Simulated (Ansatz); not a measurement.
A structure relaxed at PBE0-D4/def2-TZVP, charge 0, multiplicity 1:

Cartesian coordinates in Å:
```
O -1.535 0.387 0.538
Mo 0.117 -0.239 -0.024
O 0.205 0.908 -1.440
F 0.105 -1.046 1.652
Cl 2.058 -1.397 -0.383
Cl -0.923 -1.882 -1.221
Cl 1.347 1.431 1.059
H -1.954 0.048 1.338
H 0.580 1.791 -1.519
```

(1) Give its formula and SMILES.

(2) Summarise the bond lengths by kind.

Answers

(1) Cl3FH2MoO2, `[OH][Mo]([OH])([F])([Cl])([Cl])[Cl]`.

(2) 2 × Mo–O 1.825 to 1.853 Å; 2 × H–O 0.963 to 0.965 Å; 1 × F–Mo 1.860 Å; 3 × Cl–Mo 2.284 to 2.339 Å.

All numbers were calculated with Ansatz.
